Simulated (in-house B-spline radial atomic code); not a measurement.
A calculation on neutral lithium: its settings, and results tabulated from the run. All numbers are computed (scalar-relativistic (X2C) PBE, spherical fractional occupations; Fermi nucleus of rms radius 2.444 fm, inside a hard spherical wall at 3.19 bohr) with an all-electron radial atomic-structure program (B-spline basis), not measured.

Command:
```bash
python run_scf.py task.json out
```
Settings (nuclear radius in fm, mass in u):
```
Z                3
configuration    [He] 2s1
hamiltonian      x2c
method           pbe,pbe
spin_polarised   False
nucleus          fermi
rms_radius       2.444
atomic_mass      7.016
speed_of_light   137.035999084
wall_radius      3.19
```

Output (hartree, bohr):
```
 radial grid: 63 intervals, B-splines of order 8, outer radius 3.19 bohr

 iter        energy (Eh)    residual
    1          -6.872322    5.06e-02
    2          -6.937727    1.26e-02
    3          -6.940902    4.86e-03
    4          -6.941382    1.87e-03
    5          -6.941461    4.42e-04
    6          -6.941466    1.86e-06
    7          -6.941466    4.40e-08

 total energy                        -6.94147
 kinetic                               8.6240
 electron-nucleus                    -18.3919
 Hartree                               4.8052
 exchange-correlation                 -1.9788

 orbital      occ     eigenvalue          <r>       <r^2>       <1/r>     <1/r^2>       r_max
 1s         2.000        -1.5997     0.593975    0.487101     2.63444     14.5712      0.3642
 2s         1.000         0.5105      1.80319     3.64367    0.862961     2.97396       1.926
```

Time taken, with all properties: 0.03 s on 1 thread of Arm Neoverse V1 (shared host).
